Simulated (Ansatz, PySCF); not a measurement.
Gas-phase reaction R1 → 2 P1, each structure at its B3LYP-D3(BJ)/def2-TZVP stationary point, reached from a drawn start (curvature not checked).
R1: H2 (SMILES [H][H]), charge 0, multiplicity 1.
P1: H atom, charge 0, multiplicity 2.

```json
[
 {"level": "HF/cc-pVDZ", "reaction energy (kJ/mol)": "341.8", "minus CCSD(T)/CBS(cc-pVTZ, cc-pVQZ)": "-116.6"},
 {"level": "HF/cc-pVTZ", "reaction energy (kJ/mol)": "350.0", "minus CCSD(T)/CBS(cc-pVTZ, cc-pVQZ)": "-108.4"},
 {"level": "HF/cc-pVQZ", "reaction energy (kJ/mol)": "350.6", "minus CCSD(T)/CBS(cc-pVTZ, cc-pVQZ)": "-107.8"},
 {"level": "SVWN5/def2-TZVPP", "reaction energy (kJ/mol)": "473.3", "minus CCSD(T)/CBS(cc-pVTZ, cc-pVQZ)": "14.9"},
 {"level": "revPBE/def2-TZVPP", "reaction energy (kJ/mol)": "442.0", "minus CCSD(T)/CBS(cc-pVTZ, cc-pVQZ)": "-16.5"},
 {"level": "r2SCAN/def2-TZVPP", "reaction energy (kJ/mol)": "450.1", "minus CCSD(T)/CBS(cc-pVTZ, cc-pVQZ)": "-8.3"},
 {"level": "PBE0/def2-TZVPP", "reaction energy (kJ/mol)": "436.9", "minus CCSD(T)/CBS(cc-pVTZ, cc-pVQZ)": "-21.5"},
 {"level": "BHLYP/def2-TZVPP", "reaction energy (kJ/mol)": "454.1", "minus CCSD(T)/CBS(cc-pVTZ, cc-pVQZ)": "-4.3"},
 {"level": "M06-2X/def2-TZVPP", "reaction energy (kJ/mol)": "453.1", "minus CCSD(T)/CBS(cc-pVTZ, cc-pVQZ)": "-5.3"},
 {"level": "wB97X-V/def2-TZVPP", "reaction energy (kJ/mol)": "450.6", "minus CCSD(T)/CBS(cc-pVTZ, cc-pVQZ)": "-7.8"},
 {"level": "MP2/cc-pVDZ", "reaction energy (kJ/mol)": "411.1", "minus CCSD(T)/CBS(cc-pVTZ, cc-pVQZ)": "-47.3"},
 {"level": "MP2/cc-pVTZ", "reaction energy (kJ/mol)": "433.2", "minus CCSD(T)/CBS(cc-pVTZ, cc-pVQZ)": "-25.2"},
 {"level": "MP2/cc-pVQZ", "reaction energy (kJ/mol)": "437.6", "minus CCSD(T)/CBS(cc-pVTZ, cc-pVQZ)": "-20.9"},
 {"level": "MP2/CBS(cc-pVTZ, cc-pVQZ)", "reaction energy (kJ/mol)": "440.3", "minus CCSD(T)/CBS(cc-pVTZ, cc-pVQZ)": "-18.1"},
 {"level": "SCS-MP2/cc-pVDZ", "reaction energy (kJ/mol)": "425.0", "minus CCSD(T)/CBS(cc-pVTZ, cc-pVQZ)": "-33.4"},
 {"level": "SCS-MP2/cc-pVQZ", "reaction energy (kJ/mol)": "454.9", "minus CCSD(T)/CBS(cc-pVTZ, cc-pVQZ)": "-3.5"},
 {"level": "CCSD/cc-pVDZ", "reaction energy (kJ/mol)": "433.0", "minus CCSD(T)/CBS(cc-pVTZ, cc-pVQZ)": "-25.4"},
 {"level": "CCSD/cc-pVTZ", "reaction energy (kJ/mol)": "453.5", "minus CCSD(T)/CBS(cc-pVTZ, cc-pVQZ)": "-5.0"},
 {"level": "CCSD(T)/cc-pVTZ", "reaction energy (kJ/mol)": "453.5", "minus CCSD(T)/CBS(cc-pVTZ, cc-pVQZ)": "-5.0"},
 {"level": "CCSD(T)/CBS(cc-pVTZ, cc-pVQZ)", "reaction energy (kJ/mol)": "458.4", "minus CCSD(T)/CBS(cc-pVTZ, cc-pVQZ)": "0.0"}
]
```

 The comparison column counts from a level with limits of its own.

P less R. No zero-point or thermal terms.

CBS: X⁻³ extrapolation of the correlation energy, Hartree–Fock from the larger set.

Codes used: Ansatz (a first-principles code); PySCF for M06-2X. Each number belongs to the level named beside it.
